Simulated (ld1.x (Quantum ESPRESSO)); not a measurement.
# Transferability test, TM potential for nitrogen (N)

- Element: N (Z = 7)
- Generator: ld1.x (Quantum ESPRESSO) 7.5
- Type: norm-conserving Troullier–Martins (Kleinman–Bylander form)
- Functional: PW91
- Relativity: non-relativistic
- Frozen core: [He]
- Valence charge: 5
- Reference configuration: 2s2 2p1 (charge +2)
- Partial waves: 2s (bound): rc 0.70 bohr; 3d channel at 0.35 Ry: rc 1.05 bohr; 2p (bound): rc 1.15 bohr
- Local potential: the p channel
- Core correction: none

Energies are relative to the spin-unpolarised reference configuration 2s2 2p1; without spin polarisation the order of configurations can differ from experiment. The frozen-core shift is the all-electron ΔE with the core orbitals held at their reference shape minus the fully relaxed ΔE.

```json
{"valence configuration": "2s2 2p3", "charge": "0", "ΔE all-electron (eV)": "-42.637", "error AE − PS (meV)": "+66", "frozen-core shift (meV)": "+1.9"}
{"valence configuration": "2s2 2p2", "charge": "+1", "ΔE all-electron (eV)": "-28.959", "error AE − PS (meV)": "+35", "frozen-core shift (meV)": "+1.0"}
{"valence configuration": "2s2 2p0", "charge": "+3", "ΔE all-electron (eV)": "47.191", "error AE − PS (meV)": "+146", "frozen-core shift (meV)": "+3.9"}
{"valence configuration": "2s1 2p4", "charge": "0", "ΔE all-electron (eV)": "-31.184", "error AE − PS (meV)": "+140", "frozen-core shift (meV)": "+1.8"}
{"valence configuration": "2s2 2p2.5", "charge": "+0.5", "ΔE all-electron (eV)": "-37.503", "error AE − PS (meV)": "+55", "frozen-core shift (meV)": "+1.6"}
{"valence configuration": "2s1 2p0", "charge": "+4", "ΔE all-electron (eV)": "125.041", "error AE − PS (meV)": "+382", "frozen-core shift (meV)": "+22"}
```

Q: What are ΔE and the potential's error for 2s1 2p3?

A: ΔE = -17.242 eV all-electron; the error (AE − PS) is +114 meV.

Levels in the configuration 2s1 2p3:

```
level  all-electron (eV)  pseudo (eV)
   2s            -32.600      -32.553
   2p            -20.875      -20.924
```

ld1.x printed “convergence not achieved” for 5 of the counted tests; their residual had stalled under 1e-8, short of the target of 1e-14.
